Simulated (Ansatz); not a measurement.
CH$_{3}$ClFGaO (`C[O][Ga]([F])[Cl]`). Total charge 0; spin multiplicity 1. The geometry is a stationary point of PBE0-D4/def2-TZVP. It is one conformer, not always the lowest.

```xyz
8

C     0.272    0.615   -1.117
O    -0.503   -0.398   -0.502
Ga   -0.385   -0.763    1.210
F     0.730    0.162    2.181
Cl   -1.535   -2.268    2.124
H     0.882    0.168   -1.908
H     0.936    1.133   -0.419
H    -0.397    1.352   -1.570
```

**Question.** What is the dipole moment at PBE/def2-TZVPP? (An estimate is asked.)

**Answer.** Computed: 1.51 D, with components (0.23, 0.64, -1.35) D in this frame, pointing from negative to positive charge.

**Question.** And with r2SCAN, B3LYP, ωB97M-V? (An estimate is asked.)

**Answer.** Computed: r2SCAN 1.54 D, B3LYP 1.49 D, ωB97M-V 1.44 D.

**Question.** Give the Mulliken charges with PBE, r2SCAN, B3LYP in def2-TZVPP. (Best estimate.)

**Answer.** The calculation gave: 
```csv
atom,PBE,r2SCAN,B3LYP
C1,-0.13,0.02,-0.11
O2,-0.29,-0.37,-0.37
Ga3,0.64,0.75,0.75
F4,-0.32,-0.37,-0.37
Cl5,-0.19,-0.22,-0.21
H6,0.10,0.06,0.10
H7,0.10,0.07,0.10
H8,0.10,0.06,0.10
```

B3LYP here is the variant with VWN-RPA as its local correlation; programs differ in this.
